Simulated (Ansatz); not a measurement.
Program: Ansatz. Geometries: PBE0-D4/def2-TZVP. ΔE: electronic, gas phase. CCSD(T)/CBS adds triple-zeta CCSD(T) − MP2 to the extrapolated MP2 energy (def2 sets, frozen cores). This one scheme is used for every species. DFT in def2-TZVPP.

Reaction (formal exchange of groups at a C–O bond): `COC` + `CC1=CB1` → `CC1=C(C)B1` + CH₃OH

**Question.** Is it downhill or uphill in electronic energy at CCSD(T)/CBS, and by how much? (Estimate.)

**Answer.** Computed: Downhill: ΔE = -58.8 kJ/mol.

**Question.** What do these levels give: r2SCAN-D4, ωB97X-V, ωB97M-V, CCSD(T)/def2-TZVPP, MP2/def2-QZVPP, CCSD/CBS(def2)? (An estimate is asked.)

**Answer.** Ansatz gave: r2SCAN-D4 -56.9, ωB97X-V -53.9, ωB97M-V -55.7, CCSD(T)/def2-TZVPP -55.9, MP2/def2-QZVPP -63.2, CCSD/CBS(def2) -58.5 kJ/mol.

Largest T1 diagnostic among the species: 0.010.

In def2-TZVPP, CCSD(T) changes the Hartree–Fock value by −6.8 kJ/mol (the triples alone add −0.3 kJ/mol) and MP2 by −12.4 kJ/mol.
